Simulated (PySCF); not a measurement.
**Electron correlation in Sb²⁺ (antimony, charge +2)**

[Kr] 4d10 5s1 5p2, high-spin 4P determinant (an excited configuration). Computed with PySCF 2.14 in aug-cc-pwCVTZ-DK3 with one added diffuse shell each of s, p, d, f type (11s10p8d5f1g, 125 functions), with scalar relativity by spin-free X2C-1e. Frozen: [Ar] 3d10; 21 electrons correlated.

MP2 pair energies summed by pair of shells (mhartree):

| pair | energy | share (%) |
| --- | --- | --- |
| 4d-4d | -329.90 | 51.0 |
| 4p-4d | -126.50 | 19.6 |
| 4d-5p | -50.40 | 7.8 |
| 4p-4p | -40.74 | 6.3 |
| 4d-5s | -30.52 | 4.7 |
| 4s-4d | -29.23 | 4.5 |
| 4s-4p | -15.89 | 2.5 |
| 4p-5p | -6.10 | 0.9 |
| 4p-5s | -4.85 | 0.7 |
| 5p-5p | -4.51 | 0.7 |
| 4s-4s | -3.40 | 0.5 |
| 5s-5p | -3.19 | 0.5 |
| 4s-5p | -0.84 | 0.1 |
| 4s-5s | -0.65 | 0.1 |

Total MP2 correlation energy: -646.71 mhartree.

Same-spin part -231.50 and opposite-spin part -415.22 mhartree; SCS-MP2 scales them by 1/3 and 6/5 to -575.43 mhartree.
